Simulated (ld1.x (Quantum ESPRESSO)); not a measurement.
**tantalum: excitation energies, all-electron against TM**

```json
{
 "Element": "tantalum (Ta)",
 "Generator": "ld1.x (Quantum ESPRESSO) 7.5",
 "Type": "norm-conserving Troullier–Martins (Kleinman–Bylander form)",
 "Functional": "LDA (PZ)",
 "Relativity": "fully relativistic",
 "Frozen core": "[Kr] 4d10 4f14",
 "Valence charge": "13",
 "Reference configuration": "5s2 5p6 5d3 6s2 6p0",
 "Partial waves": "5s (bound): rc 1.40 bohr; 5p (bound): rc 1.20 bohr; 5d (bound): rc 2.05 bohr",
 "Local potential": "the d channel",
 "Core correction": "none"
}
```

Open shells are filled in proportion to 2j + 1 (rel_dist='average').

Occupied shells without a wave of their own: 6s. They enter only through the test configuration that unscreens the potential.

Energies are relative to the spin-unpolarised reference configuration 5s2 5p6 5d3 6s2 6p0; without spin polarisation the order of configurations can differ from experiment. The d channel is local and has no spin–orbit splitting in the pseudo-atom.

Give the all-electron excitation energy and the error of the potential for: 5s2 5p6 5d3 6s1 6p0; 5s2 5p6 5d3 6s0 6p0; 5s2 5p6 5d2 6s0 6p0; 5s1 5p6 5d3 6s2 6p0; 5s2 5p6 5d4 6s0 6p0; 5s2 5p6 5d1 6s0 6p0; 5s2 5p6 5d3.5 6s1.5 6p0.

```tsv
valence configuration	charge	ΔE all-electron (eV)	error AE − PS (meV)
5s2 5p6 5d3 6s1 6p0	+1	8.704	+572
5s2 5p6 5d3 6s0 6p0	+2	24.012	+1411
5s2 5p6 5d2 6s0 6p0	+3	47.930	+1923
5s1 5p6 5d3 6s2 6p0	+1	79.329	-254
5s2 5p6 5d4 6s0 6p0	+1	10.165	+993
5s2 5p6 5d1 6s0 6p0	+4	83.272	+2480
5s2 5p6 5d3.5 6s1.5 6p0	0	0.981	+209
```

Levels in the configuration 5s2 5p6 5d3 6s0 6p0:

| level | all-electron (eV) | pseudo (eV) |
| --- | --- | --- |
| 5s j=1/2 | -88.696 | -88.068 |
| 5p j=1/2 | -61.582 | -60.974 |
| 5p j=3/2 | -52.727 | -52.141 |
| 5d j=3/2 | -19.050 | -18.154 |
| 5d j=5/2 | -18.345 | -18.154 |

The 6s level has no wave, so the channel is fitted at the deeper level alone: the likely source of the large errors.

Note: ghost states, extra bound levels that the all-electron valence spectrum of the same l lacks: p3/2 at -2208.2 eV, s at -1705.1 eV. A true bound ghost makes a file unfit for plane-wave use. The potential misses its own reference levels by up to 0.5 eV.
